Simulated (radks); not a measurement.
Values are calculated unless marked as measured or tabulated.
Question: The mean radii <r> (bohr) of the occupied orbitals of an atom or ion are listed with their occupations. Code: a radial shooting solver on a logarithmic mesh with Libxc functionals. Model: scalar-relativistic Kohn-Sham, PBE, spin-polarised, spherical densities, finite nucleus; Fermi nuclear charge, rms radius of each element as measured or else 0.836 A^(1/3) + 0.57 fm.

orbital  occ.      <r>
1s down     1  0.03263
1s up       1  0.03263
2s up       1   0.1419
2s down     1   0.1419
2p up       3   0.1237
2p down     3   0.1237
3s up       1   0.3907
3s down     1   0.3906
3p up       3   0.3905
3p down     3   0.3905
3d up       5   0.3704
3d down     5   0.3703
4s up       1   0.9783
4s down     1   0.9761
4p up       3    1.076
4p down     3    1.075
4d up       5    1.493
4d down     2    1.538
5s up       1    3.054
5s down     1    3.199

Name the element and its charge. Open shells, if any, are filled with parallel spins first.

Answer: Z = 45, rhodium, charge 0: Rh in [Kr] 4d7 5s2. The 1s radius gives Z: for a bare nucleus <r> = (2 gamma + 1)/(2Z) with gamma = sqrt(1 - (Z/c)^2), 0.0321 bohr for Z = 45, and screening makes it slightly larger (0.03263 here). The occupations add up to 45, and the charge is Z minus that.
